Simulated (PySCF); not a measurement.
# Simulated absorption spectrum

trans-Ge(NH3)2Cl4.
SMILES: `[NH3]->[Ge](<-[NH3])([Cl])([Cl])([Cl])[Cl]`

Theory: TDDFT PBE0/def2-SVPD, vertical, gas phase, core orbitals frozen in the response (PySCF 2.14.0, density-fitted response routines). Isolated species at its PBE0-D3(BJ)/def2-SVP geometry, gas phase. Relativistic effects, spin–orbit coupling among them, are left out although an element past zinc is present.

Each state is given a Gaussian of 0.5 eV full width at half maximum, with ε(max) = 2.175×10⁸ f / Δν̃ (Δν̃ the width in cm⁻¹). The width is an assumption, not a result. The curve ends short of the highest state used, and states not computed would add to its high-energy end.

```
λ (nm)  ε (L mol⁻¹ cm⁻¹)
 185.8               733
 190.8               147
 195.7               147
 200.7               521
 205.6              1141
 210.6              1611
 215.5              1750
 220.5              2031
 225.4              2733
 230.4              3392
 235.3              3344
 240.3              2564
 245.2              1572
 250.2               776
 255.2               318
 260.1               113
 265.1                34
 270.0                 9
 275.0                 2
 279.9                 1
 284.9                 0
 289.8                 0
 294.8                 0
 299.7                 0
 304.7                 0
 309.6                 0
 314.6                 0
 319.6                 0
 324.5                 0
 329.5                 0
```

(1) Where are the band maxima, and which computed states make them?

(2) Coming from long wavelengths, where does ε first pass 100 L mol⁻¹ cm⁻¹?

(3) On this curve, what absorbance would a 10⁻⁴ mol/L sample give at 222 nm over a 1 cm path?

## Answers

(1) 233 nm (5.33 eV), ε about 3500, made up of S2 (49%) and S3 (49%) (ε in L mol⁻¹ cm⁻¹; maxima over ε = 5, shares over 10%). At its high-energy end, 6.67 eV, the curve is still rising (ε about 720, from S12 and S13). The states used: S1 4.51 eV (f 0.0000); S2 5.32 eV (f 0.032); S3 5.32 eV (f 0.032); S4 5.52 eV (f 0.0000); S5 5.74 eV (f 0.0000); S6 5.74 eV (f 0.0000); S7 5.87 eV (f 0.028); S8 6.20 eV (f 0.0000); S9 6.28 eV (f 0.0000); S10 6.63 eV (f 0.0000); S11 6.89 eV (f 0.0000); S12 7.03 eV (f 0.029); S13 7.03 eV (f 0.028); S14 7.27 eV (f 0.0001).

(2) At about 261 nm (4.76 eV), 0.24 eV above S1.

(3) 222 nm is 5.585 eV, where ε is about 2200 L mol⁻¹ cm⁻¹, so A = ε c l ≈ 0.22 (Beer–Lambert, with the gas-phase spectrum and the assumed width).
